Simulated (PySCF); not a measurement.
Geometry:
| atom | x (Å) | y (Å) | z (Å) |
| --- | --- | --- | --- |
| C1 | 2.597 | 1.165 | -0.618 |
| N2 | 1.469 | 0.619 | -0.573 |
| C3 | 1.167 | -0.326 | 0.414 |
| C4 | 0.209 | -1.424 | 0.002 |
| C5 | -0.255 | -0.333 | 0.926 |
| N6 | -1.151 | 0.692 | 0.506 |
| C7 | -2.531 | 0.252 | 0.430 |
| H8 | 3.414 | 0.953 | 0.081 |
| H9 | 2.786 | 1.891 | -1.394 |
| H10 | 1.961 | -0.575 | 1.123 |
| H11 | 0.379 | -2.416 | 0.388 |
| H12 | -0.130 | -1.388 | -1.022 |
| H13 | -0.395 | -0.596 | 1.970 |
| H14 | -0.837 | 1.054 | -0.390 |
| H15 | -2.685 | -0.605 | -0.242 |
| H16 | -3.145 | 1.082 | 0.087 |
| H17 | -2.860 | -0.034 | 1.429 |

Geometry: GFN2-xTB; GIAO absolute shieldings from PySCF 2.14, gas phase, non-relativistic, averaged over equivalent atoms.

At PBE0/6-31G (83 basis functions, 7.2 s wall time on 1 thread of an AMD EPYC 7B13, shared host):
```csv
atoms,σ (ppm)
C1,57.7
C3,154.2
C5,156.7
C7,166.0
C4,180.4
N2,-106.3
N6,237.2
H8,24.62
H9,25.32
H10,29.96
H13,30.24
H15/H16/H17,30.40
H11,31.74
H12,32.05
H14,32.26
```

Question: Estimate the result of repeating the calculation with HF/pcSseg-1.

Answer: 
```csv
atoms,σ at HF/pcSseg-1,change
C1,40.6,-17.1
C3,154.0,-0.2
C5,156.5,-0.2
C7,157.8,-8.2
C4,178.8,-1.6
N2,-140.9,-34.6
N6,244.7,+7.5
H8,24.57,-0.05
H9,25.04,-0.28
H10,29.52,-0.44
H13,30.01,-0.23
H15/H16/H17,29.66,-0.74
H11,31.46,-0.28
H12,31.53,-0.52
H14,31.41,-0.85
```

The largest change is at N2 (imine nitrogen). Cost: 169 basis functions, 9.7 s wall time on 1 thread of an AMD EPYC 7B13, shared host. The order of the carbon signals is the same at both levels.
